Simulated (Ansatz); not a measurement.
`BSB(O)Cl` and `N[SiH2]B(O)Cl` differ in one atom or group.

Ansatz, PBE0-D4/def2-TZVP geometries, multiplicity 1. Each molecule was computed in one conformer, which needn't be the lowest.

```
                                        property  `BSB(O)Cl`
              HOMO energy (PBE0/def2-TZVPP) / eV       -8.66
         HOMO–LUMO gap (ωB97M-V/def2-TZVPP) / eV       10.94
size of the dipole moment (B3LYP/def2-TZVPP) / D        1.54
             HOMO energy (B3LYP/def2-TZVPP) / eV       -8.39
           LUMO energy (ωB97M-V/def2-TZVPP) / eV        0.14
           HOMO energy (ωB97M-V/def2-TZVPP) / eV      -10.80
```

(1) What does the change do to each property? (Best estimate.)

Results:

(1) Computed: 
```tsv
property	`N[SiH2]B(O)Cl`	shift
HOMO energy (PBE0/def2-TZVPP) / eV	-7.12	1.54
HOMO–LUMO gap (ωB97M-V/def2-TZVPP) / eV	10.46	-0.48
size of the dipole moment (B3LYP/def2-TZVPP) / D	1.50	-0.04
HOMO energy (B3LYP/def2-TZVPP) / eV	-6.90	1.49
LUMO energy (ωB97M-V/def2-TZVPP) / eV	1.08	0.94
HOMO energy (ωB97M-V/def2-TZVPP) / eV	-9.37	1.43
```

With PBE0 the HOMO rises by 1.54 eV and the LUMO rises by 0.92 eV, so the gap narrows by about 0.62 eV. PBE moves the HOMO by 1.74 eV and ωB97M-V by 1.43 eV. Dipoles are sizes alone; their direction can turn.

B3LYP here is the variant with VWN-RPA as its local correlation; programs differ in this.
